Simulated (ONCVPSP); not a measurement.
What the settings do to the ONCV potential of Fe (Z = 26)

Base potential:

Fe, optimised norm-conserving Vanderbilt (ONCV), made with ONCVPSP 4.0.1 (PBE, scalar-relativistic). Core [Ne], reference 3s2 3p6 3d6 (charge +2). Waves: 3s: rc 1.15 bohr, ncon 3, nbas 6, qcut 8.2 1/bohr, 2 projectors, debl 3.7 Ha; 3p: rc 1.00 bohr, ncon 3, nbas 7, qcut 16.6 1/bohr, 2 projectors, debl 2.3 Ha; 3d: rc 0.85 bohr, ncon 3, nbas 8, qcut 13.1 1/bohr, 3 projectors, debl 2.9 Ha. Local part: polynomial inside 0.80 bohr (lpopt 5, dvloc0 0 Ha). Core correction: none.

In the s channel the program set the typed energies aside and used -4.133, 0.250 Ha. In the p channel the program set the typed energies aside and used -2.885, 0.250 Ha.

All-electron outer shells of the reference configuration (PBE, scalar-relativistic, ld1.x):

```tsv
shell	level (eV)	outermost node (bohr)	outermost maximum (bohr)
3s	-112.47	0.33	0.70
3p	-78.51	0.30	0.72
3d	-25.72	–	0.71
```

Cutoffs, loose and tight: the cutoffs (Ha) at which the residual kinetic energy of the hardest occupied pseudo-wave falls to 1 and 0.1 mHa per electron. They do not see the model core or the augmentation charge, which bear on the density cutoff. Test errors are all-electron minus pseudo excitation energies from the reference, over the configurations 3s2 3p6 3d6 4s2; 3s2 3p6 3d6 4s1; 3s2 3p6 3d5; 3s2 3p6 3d5 4s2 4p1. A dash means not determined; rows that change the core or the reference have their own tests. The largest error is taken over the tests solved by every variant that gives reliable tests at all: 3s2 3p6 3d5; 3s2 3p6 3d6 4s1; 3s2 3p6 3d6 4s2.

A true bound ghost makes a file unfit for plane-wave use even where its test errors are small: the radial tests pick states by their node count and pass the ghost by.

| change | outcome | cutoff, loose | cutoff, tight | bound ghosts | GHOST(+) flags above zero | largest test error (meV) |
| --- | --- | --- | --- | --- | --- | --- |
| base | generated, projector energies reset by the program | 84 Ha | 336 Ha | none | none | +5.4 |
| all radii scaled by about 0.80 (s 0.92, p 0.80, d 0.68 bohr); local potential polynomial inside 0.64 bohr (lpopt 5, dvloc0 0 Ha) | generated, projector energies reset by the program | – | – | d | s | +21 |
| all radii scaled by about 0.89 (s 1.02, p 0.88, d 0.76 bohr); local potential polynomial inside 0.70 bohr (lpopt 5, dvloc0 0 Ha) | generated, projector energies reset by the program | 199 Ha | 553 Ha | none | s, d | -11 |
| all radii scaled by about 0.96 (s 1.10, p 0.96, d 0.82 bohr); local potential polynomial inside 0.76 bohr (lpopt 5, dvloc0 0 Ha) | generated, projector energies reset by the program | 90 Ha | 380 Ha | none | s | +5.1 |
| all radii scaled by about 1.16 (s 1.34, p 1.16, d 0.98 bohr); local potential polynomial inside 0.92 bohr (lpopt 5, dvloc0 0 Ha) | generated, projector energies reset by the program | 74 Ha | 84 Ha | none | none | +6.9 |
| all radii scaled by about 1.22 (s 1.40, p 1.22, d 1.04 bohr); local potential polynomial inside 0.98 bohr (lpopt 5, dvloc0 0 Ha) | generated, projector energies reset by the program | 71 Ha | 80 Ha | none | none | +8.3 |
| all radii scaled by about 1.34 (s 1.54, p 1.34, d 1.14 bohr); local potential polynomial inside 1.06 bohr (lpopt 5, dvloc0 0 Ha) | generated, projector energies reset by the program | 66 Ha | 74 Ha | none | none | +14 |

(1) What comes out with this change to the base: all radii scaled by about 1.08 (s 1.24, p 1.08, d 0.92 bohr); local potential polynomial inside 0.86 bohr (lpopt 5, dvloc0 0 Ha)?

Answers

(1) outcome: generated, projector energies reset by the program; cutoff, loose: 77 Ha; cutoff, tight: 138 Ha; bound ghosts: none; GHOST(+) flags above zero: none; largest test error (meV): +6.1.

Reading the sweep of the scale of all radii (base = 1) (base included, trends over the rows without a ghost): The loose cutoff falls from 199 Ha at 0.89 to 66 Ha at 1.34. A larger radius leaves more room for a smooth pseudo-wave, so fewer plane waves are needed; a smaller one forces it to follow the all-electron wave where it bends sharply. Bound ghosts are found at 0.8.
